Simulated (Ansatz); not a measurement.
`C[O][Hf]1234([OH])([OH])[C@@H]5[C@H]1[C@H]2[C@@]3([SiH3])[C@@H]54` and `CC[C@@]12[C@H]3[C@H]4[C@H]5[C@@H]1[Hf]4532([OH])([OH])[O]C` differ in one atom or group.

Ansatz, PBE0-D4/def2-TZVP geometries, multiplicity 1. Each molecule was computed in one conformer, which needn't be the lowest.

Elements past krypton have def2 core potentials.

| property | `C[O][Hf]1234([OH])([OH])[C@@H]5[C@H]1[C@H]2[C@@]3([SiH3])[C@@H]54` |
| --- | --- |
| HOMO energy (B3LYP/def2-TZVPP) / eV | -6.87 |
| LUMO energy (B3LYP/def2-TZVPP) / eV | -0.35 |
| size of the dipole moment (ωB97M-V/def2-TZVPP) / D | 0.63 |
| size of the dipole moment (PBE/def2-TZVPP) / D | 0.61 |
| LUMO energy (PBE0/def2-TZVPP) / eV | -0.17 |
| HOMO energy (ωB97M-V/def2-TZVPP) / eV | -9.22 |

Question: What does the change do to each property? (Estimate.)

Answer: Computed: 
| property | `CC[C@@]12[C@H]3[C@H]4[C@H]5[C@@H]1[Hf]4532([OH])([OH])[O]C` | shift |
| --- | --- | --- |
| HOMO energy (B3LYP/def2-TZVPP) / eV | -6.51 | 0.36 |
| LUMO energy (B3LYP/def2-TZVPP) / eV | -0.02 | 0.33 |
| size of the dipole moment (ωB97M-V/def2-TZVPP) / D | 0.70 | 0.07 |
| size of the dipole moment (PBE/def2-TZVPP) / D | 0.55 | -0.06 |
| LUMO energy (PBE0/def2-TZVPP) / eV | 0.26 | 0.43 |
| HOMO energy (ωB97M-V/def2-TZVPP) / eV | -8.85 | 0.37 |

With PBE0 the HOMO rises by 0.38 eV and the LUMO rises by 0.43 eV, so the gap widens by about 0.05 eV. PBE moves the HOMO by 0.32 eV and ωB97M-V by 0.37 eV. Dipoles are sizes alone; their direction can turn.

B3LYP here is the variant with VWN-RPA as its local correlation; programs differ in this.
